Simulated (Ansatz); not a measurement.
One change: `[CH3][Ga]1[CH2][S]1` becomes `O[SiH2][Ga]1[CH2][S]1`.

Ansatz, PBE0-D4/def2-TZVP geometries, multiplicity 1. Each molecule was computed in one conformer, which needn't be the lowest.

Scalar relativity is left out up to krypton.

| property | `[CH3][Ga]1[CH2][S]1` |
| --- | --- |
| HOMO–LUMO gap (ωB97M-V/def2-TZVPP) / eV | 9.29 |
| ideal-gas entropy at 298 K and 1 bar (rigid rotor, harmonic PBE0-D4/def2-TZVP) / J/(mol·K) | 346 |
| HOMO energy (ωB97M-V/def2-TZVPP) / eV | -8.51 |
| LUMO energy (PBE0/def2-TZVPP) / eV | -0.90 |
| HOMO energy (PBE0/def2-TZVPP) / eV | -6.42 |
| HOMO–LUMO gap (B3LYP/def2-TZVPP) / eV | 5.05 |

(1) What does the change do to each property? (Best estimate.)

Results:

(1) Ansatz gave: 
```json
{"property": "HOMO–LUMO gap (ωB97M-V/def2-TZVPP) / eV", "`O[SiH2][Ga]1[CH2][S]1`": "8.56", "shift": "-0.73"}
{"property": "ideal-gas entropy at 298 K and 1 bar (rigid rotor, harmonic PBE0-D4/def2-TZVP) / J/(mol·K)", "`O[SiH2][Ga]1[CH2][S]1`": "389", "shift": "43"}
{"property": "HOMO energy (ωB97M-V/def2-TZVPP) / eV", "`O[SiH2][Ga]1[CH2][S]1`": "-8.56", "shift": "-0.05"}
{"property": "LUMO energy (PBE0/def2-TZVPP) / eV", "`O[SiH2][Ga]1[CH2][S]1`": "-1.72", "shift": "-0.82"}
{"property": "HOMO energy (PBE0/def2-TZVPP) / eV", "`O[SiH2][Ga]1[CH2][S]1`": "-6.54", "shift": "-0.12"}
{"property": "HOMO–LUMO gap (B3LYP/def2-TZVPP) / eV", "`O[SiH2][Ga]1[CH2][S]1`": "4.40", "shift": "-0.65"}
```

With PBE0 the HOMO falls by 0.12 eV and the LUMO falls by 0.82 eV, so the gap narrows by about 0.70 eV. PBE moves the HOMO by -0.16 eV and ωB97M-V by -0.05 eV. The zero-point energy changes by -11.3 kJ/mol with +3 modes. Modes under 60 cm⁻¹, often nearly free rotors, make the harmonic entropy too high.

B3LYP here is the variant with VWN-RPA as its local correlation; programs differ in this.
